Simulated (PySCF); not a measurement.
Run record: EPR job, `C(C[SiH2]O[C]=C)C` [radical].

Computed with UKS B3LYP, pcH-1 on C H O Si, non-relativistic, mean-field spin-orbit, GIAO (PySCF 2.14.0). Geometry: GFN2-xTB. A driver script takes a list of jobs; this job's settings line and coordinates (Å) are shown.

Command:
```bash
OMP_NUM_THREADS=1 python probes_run.py task.json out
```

Input:
```
{"job": {"kind": "epr", "basis": "pcH-1"}, "charge": 0, "multiplicity": 2}
C      3.543332     1.053774    -0.136326
C      2.382660     1.030581     0.453759
O      1.280141     0.357597     0.381585
Si     0.726747    -0.975036    -0.413035
C     -1.069092    -1.140111     0.175173
C     -2.112622    -0.447981    -0.703560
C     -1.936194     1.064077    -0.741867
H      4.309970     1.752290     0.143310
H      3.789292     0.366470    -0.946707
H      1.544602    -2.124078    -0.015878
H      0.848152    -0.767795    -1.858008
H     -1.165438    -0.763830     1.195787
H     -1.310894    -2.203516     0.213408
H     -3.111064    -0.678544    -0.320170
H     -2.053099    -0.848316    -1.718455
H     -2.000146     1.479395     0.261759
H     -2.709198     1.524082    -1.354618
H     -0.965905     1.327259    -1.157332
```

Output:
```
UKS, coarse grid
  cycle   1  E = -561.72492630  |g| = 5.44e-01
  cycle   2  E = -561.60854742  |g| = 7.74e-01
  cycle   3  E = -561.83882680  |g| = 1.11e-01
  cycle   4  E = -561.84277296  |g| = 4.64e-02
  cycle   5  E = -561.84369019  |g| = 1.69e-02
  cycle   6  E = -561.84383410  |g| = 4.99e-03
  cycle   7  E = -561.84385550  |g| = 1.92e-03
  cycle   8  E = -561.84386115  |g| = 1.16e-03
  cycle   9  E = -561.84386428  |g| = 4.30e-04
UKS, final grid
  cycle   1  E = -561.84388012  |g| = 3.98e-04
  cycle   2  E = -561.84388014  |g| = 5.38e-04
  cycle   3  E = -561.84388030  |g| = 1.27e-04
  cycle   4  E = -561.84388032  |g| = 1.02e-04
  cycle   5  E = -561.84388034  |g| = 3.49e-05
  cycle   6  E = -561.84388034  |g| = 8.89e-06
E = -561.84388034 Eh   <S^2> = 0.7572 (exact 0.7500)
g shifts (ppm)      1          2          3
  rmc          -193       -193       -193
  gc             16         13        -44
  oz_so        -789         53       1263
  total        -966       -126       1026
hyperfine (MHz)  atom isotope    a_iso     a_fc   dipolar eigenvalues
    0   13C      74.64      74.67    -19.79     -1.56     21.35
    1   13C     448.58     448.70    -77.67    -57.11    134.78
    2   17O    -139.13    -139.15    -29.85     13.73     16.12
    3  29Si     -58.78     -58.88    -16.37      8.03      8.35
    4   13C      -1.19      -1.19     -0.29     -0.24      0.52
    5   13C       0.04       0.04     -0.20     -0.15      0.35
    6   13C       0.01       0.01     -0.23     -0.21      0.44
    7    1H      54.95      54.96     -7.37     -6.08     13.45
    8    1H     141.21     141.21     -5.53     -1.63      7.16
    9    1H       3.62       3.62     -2.28     -1.54      3.82
   10    1H       8.64       8.64     -2.33     -1.39      3.72
   11    1H       0.00       0.00     -1.41     -1.29      2.70
   12    1H       0.35       0.35     -0.78     -0.63      1.41
   13    1H       0.02       0.02     -0.45     -0.41      0.86
   14    1H       0.06       0.06     -0.60     -0.51      1.11
   15    1H       0.04       0.04     -1.02     -0.92      1.94
   16    1H      -0.02      -0.02     -0.52     -0.48      1.00
   17    1H      -0.03      -0.03     -1.56     -1.33      2.89
```

rmc, gc and oz_so are the mass-correction, gauge-correction and orbital-Zeeman/spin–orbit parts of the g shift along its three principal axes; a_iso is the isotropic hyperfine coupling and a_fc its Fermi-contact part. Atoms in this output count from 0.

Q: How far is ⟨S²⟩ from the pure-spin value?

A: S = 0.5 gives S(S+1) = 0.75; the run has 0.7572, 0.0072 more.

In short: ⟨S²⟩ 0.757; g_iso 2.0023.

Isolated species at its GFN2-xTB geometry (one conformer only).

Q: How long does this job take on one thread, Arm Neoverse V2 (aarch64), shared host with 96 logical CPUs at a one-minute load of 53? And the peak memory of the process?

A: About 1.7 min (density and orbital grids were written too), with 0.98 GiB resident at the peak, the Python interpreter and its libraries included.
Labels such as C1 count atoms from 1, the log's own numbers from 0.
